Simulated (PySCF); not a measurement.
A PySCF script (with the pyscf-properties extension) for the NMR shieldings of SMILES FC[SiH2][Si@@H](F)S[SiH3], CH8F2SSi3, on a GFN2-xTB geometry:

```python
import basis_set_exchange as bse
import numpy as np
from pyscf import gto, dft
from pyscf.prop import nmr

atoms = """
F    -2.679936   -1.166724    1.235295
C    -3.042947   -0.738655   -0.030766
Si   -1.804599    0.613692   -0.610134
Si    0.299921   -0.180609   -0.093947
F     0.750822   -1.293142   -1.185101
S     1.682507    1.459096   -0.303397
Si    3.608032    0.507594   -0.291116
H    -3.040619   -1.629452   -0.663410
H    -4.069674   -0.377547    0.049565
H    -2.104353    0.818578   -2.034751
H    -2.139540    1.845151    0.111685
H     0.609015   -0.883659    1.141799
H     3.728486   -0.225155    0.963746
H     3.685423   -0.380994   -1.440731
H     4.513048    1.639816   -0.376305
"""
names = dict.fromkeys(["F", "C", "Si", "S", "H"], "pcSseg-1")
basis = {el: gto.basis.parse(bse.get_basis(n, elements=[el], fmt="nwchem")) for el, n in names.items()}
mol = gto.M(atom=atoms, basis=basis, charge=0, verbose=0)
mf = dft.RKS(mol, xc="PBE0")
mf.grids.level = 2
mf.grids.alignment = dft.numint.BLKSIZE   # the property module wants whole blocks of grid points
mf.conv_tol = 1e-9
mf.kernel()

calc = nmr.RKS(mf)   # GIAO
C = mf.mo_coeff
Co = C[:, mf.mo_occ > 0]
resp = mf.gen_response(singlet=True, hermi=2)
def vind(x):   # induced exchange potential for any number of trial vectors
    d = np.einsum("pi,xij,qj->xpq", C, 2 * x.reshape(-1, C.shape[1], Co.shape[1]), Co, optimize=True)
    return np.einsum("xpq,pi,qj->xij", resp(d - d.transpose(0, 2, 1)), C, Co, optimize=True).ravel()
mo1, _ = nmr.rhf.solve_mo1(calc, with_cphf=vind)
sigma = calc.kernel(mo1)
for i, s in enumerate(sigma):   # ppm
    print("%2d %-2s %9.2f" % (i, mol.atom_pure_symbol(i), np.trace(s) / 3))
```

Problem. Give the expected output.

Solution. 
```
 0 F     461.53
 1 C     110.31
 2 Si    423.93
 3 Si    316.92
 4 F     364.06
 5 S     742.79
 6 Si    407.45
 7 H      26.61
 8 H      26.46
 9 H      27.68
10 H      27.71
11 H      25.49
12 H      26.90
13 H      26.83
14 H      27.01
```

These numbers come from an equivalent density-fitted implementation of the same equations, which agrees with the script to about 0.01 ppm for H and up to a few tenths of a ppm for heavy atoms, so last digits may differ.

Problem. Turn these shieldings into chemical shifts. δ = σ(ref) − σ, references computed at the same level: CFCl3 for ¹⁹F (σ = 170.95 ppm); TMS for ¹³C (σ = 186.93 ppm), ²⁹Si (σ = 349.16 ppm), ¹H (σ = 31.72 ppm); ³³S (σ = 503.73 ppm) vs CS2.

Solution. Averaging equivalent atoms: F 4: -193.1; F 0: -290.6; C 1: 76.6; Si 3: 32.2; Si 6: -58.3; Si 2: -74.8; S 5: -239; H 11: 6.23; H 8: 5.26; H 7: 5.11; H 12/13/14: 4.80; H 9: 4.04; H 10: 4.00 ppm. Unscaled 19F shifts against computed CFCl3 carry errors that often reach 10 to 50 ppm.

Size and cost of the density-fitted run: 187 basis functions, 52 s wall time on 1 thread of an Arm Neoverse N1, shared host; peak memory 0.78 GiB.
